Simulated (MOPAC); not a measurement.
Input file for MOPAC: PM7 on GeH3NO (SMILES [NH2][Ge][OH]), a point of a torsion scan.

```
PM7 1SCF PRECISE CHARGE=0 THREADS=1
GeH3NO

N     -1.05573232 1    -0.04074975 1     0.17053991 1
Ge     0.41262844 1    -1.01835775 1     0.66462603 1
O      1.62900601 1    -0.21101563 1    -0.34405120 1
H     -1.97618271 1    -0.20794777 1     0.54484257 1
H     -1.10030985 1     0.72322092 1    -0.48845619 1
H      1.43166757 1     0.51485973 1    -0.93164934 1
```

It printed:

```
*******************************************************************************
 **                                                                           **
 **                              MOPAC v23.2.5                                **
 **                                                                           **
 *******************************************************************************
 ** MOPAC's Digital Object Identifier: https://doi.org/10.5281/zenodo.6511958 **
 **                                                                           **
 ** Please cite the open-source release paper for use of this MOPAC version:  **
 ** J. E. Moussa and J. J. P. Stewart (2026)                                  **
 ** MOPAC: An open-source semiempirical molecular orbital program             **
 ** J. Open Source Softw., 11(119), 8025, https://doi.org/10.21105/joss.08025 **
 *******************************************************************************

                              PM7 CALCULATION RESULTS

 *******************************************************************************
 *  PM7        - The PM7 Hamiltonian to be used
 *
 *
 *
 *                 CHARGE ON SYSTEM = 0
 *
 *
 *
 *  PRECISE    - TIGHTER CRITERIA TO BE USED
 *  1SCF       - DO 1 SCF AND THEN STOP
 *  THREADS=1  - MULTI-THREADING NOT USED
 *  T=         - A TIME OF 172800.0 SECONDS REQUESTED
 *  DUMP=N     - RESTART FILE WRITTEN EVERY 7200.0 SECONDS REQUESTED
 *******************************************************************************
PM7 1SCF PRECISE CHARGE=0 THREADS=1
 GeH3NO

   ATOM   CHEMICAL          X               Y               Z
  NUMBER   SYMBOL      (ANGSTROMS)     (ANGSTROMS)     (ANGSTROMS)

     1       N         -1.05573232  *  -0.04074975  *   0.17053991  *
     2      Ge          0.41262844  *  -1.01835775  *   0.66462603  *
     3       O          1.62900601  *  -0.21101563  *  -0.34405120  *
     4       H         -1.97618271  *  -0.20794777  *   0.54484257  *
     5       H         -1.10030985  *   0.72322092  *  -0.48845619  *
     6       H          1.43166757  *   0.51485973  *  -0.93164934  *



          CARTESIAN COORDINATES

    NO.       ATOM           X           Y           Z

     1         N         -1.0557     -0.0407      0.1705
     2        Ge          0.4126     -1.0184      0.6646
     3         O          1.6290     -0.2110     -0.3441
     4         H         -1.9762     -0.2079      0.5448
     5         H         -1.1003      0.7232     -0.4885
     6         H          1.4317      0.5149     -0.9316

 General Reference for PM7:
 "Optimization of Parameters for Semiempirical Methods VI: More Modifications to the
 NDDO Approximations and Re-optimization of Parameters", J. J. P. Stewart, J. Mol. Mod., 1:32, 19 (2013)
 https://link.springer.com/article/10.1007/s00894-012-1667-x

           Empirical Formula: H3 N O Ge  =     6 atoms



      MOLECULAR POINT GROUP   :   Cs


      RHF CALCULATION, NO. OF DOUBLY OCCUPIED LEVELS = 9


 -------------------------------------------------------------------------------
 PM7 1SCF PRECISE CHARGE=0 THREADS=1
 GeH3NO



     1SCF WAS SPECIFIED, SO BFGS WAS NOT USED
     SCF FIELD WAS ACHIEVED


                              PM7 CALCULATION
                                                       MOPAC v23.2.5 Linux




          FINAL HEAT OF FORMATION =        -50.50072 KCAL/MOL =    -211.29502 KJ/MOL


          COSMO AREA              =         98.71 SQUARE ANGSTROMS
          COSMO VOLUME            =         85.46 CUBIC ANGSTROMS

          IONIZATION POTENTIAL    =          9.319809 EV
          HOMO LUMO ENERGIES (EV) =         -9.320 -0.430
          NO. OF FILLED LEVELS    =          9
          MOLECULAR WEIGHT        =        105.6198         POINT GROUP:  Cs

          MOLECULAR DIMENSIONS (Angstroms)

            Atom       Atom       Distance
            H     6    H     4     3.78364
            H     5   Ge     2     2.51302
           Ge     2    H     6     0.00013


          SCF CALCULATIONS        =          1





   ATOM   CHEMICAL          X               Y               Z
  NUMBER   SYMBOL      (ANGSTROMS)     (ANGSTROMS)     (ANGSTROMS)

     1       N         -1.05573232  *  -0.04074975  *   0.17053991  *
     2      Ge          0.41262844  *  -1.01835775  *   0.66462603  *
     3       O          1.62900601  *  -0.21101563  *  -0.34405120  *
     4       H         -1.97618271  *  -0.20794777  *   0.54484257  *
     5       H         -1.10030985  *   0.72322092  *  -0.48845619  *
     6       H          1.43166757  *   0.51485973  *  -0.93164934  *

                             CARTESIAN COORDINATES

   1    N       -1.055732320    -0.040749750     0.170539910
   2   Ge        0.412628440    -1.018357750     0.664626030
   3    O        1.629006010    -0.211015630    -0.344051200
   4    H       -1.976182710    -0.207947770     0.544842570
   5    H       -1.100309850     0.723220920    -0.488456190
   6    H        1.431667570     0.514859730    -0.931649340


           Empirical Formula: H3 N O Ge  =     6 atoms



      MOLECULAR POINT GROUP   :   Cs


                  EIGENVALUES
 -33.96341 -26.46676 -18.30632 -15.90029 -14.96397 -11.34965 -11.33819 -10.14091
  -9.31981  -0.43021   0.88246   1.25647   6.12210   6.85152   7.29026


              NET ATOMIC CHARGES AND DIPOLE CONTRIBUTIONS

  ATOM NO.   TYPE          CHARGE      No. of ELECS.   s-Pop       p-Pop
    1          N          -0.824951        5.8250     1.60368     4.22127
    2         Ge           0.781758        3.2182     1.80607     1.41217
    3          O          -0.795868        6.7959     1.74200     5.05387
    4          H           0.253657        0.7463     0.74634
    5          H           0.249858        0.7501     0.75014
    6          H           0.335545        0.6645     0.66445
 DIPOLE           X         Y         Z       TOTAL
 POINT-CHG.    -1.915    -1.411     1.711     2.931
 HYBRID        -0.917     1.854    -1.399     2.497
 SUM           -2.832     0.442     0.312     2.883


          ATOMIC ORBITAL ELECTRON POPULATIONS

     Atom    s        px        py        pz
    1  N   1.60368   1.26582   1.45025   1.50520
    2 Ge   1.80607   0.38723   0.54622   0.47872
    3  O   1.74200   1.79155   1.59610   1.66622
    4  H   0.74634
    5  H   0.75014
    6  H   0.66445

 **********************
 *                    *
 * JOB ENDED NORMALLY *
 *                    *
 **********************




 == MOPAC DONE ==
```

The run finished.

Cost: very roughly 0.03 core-seconds.
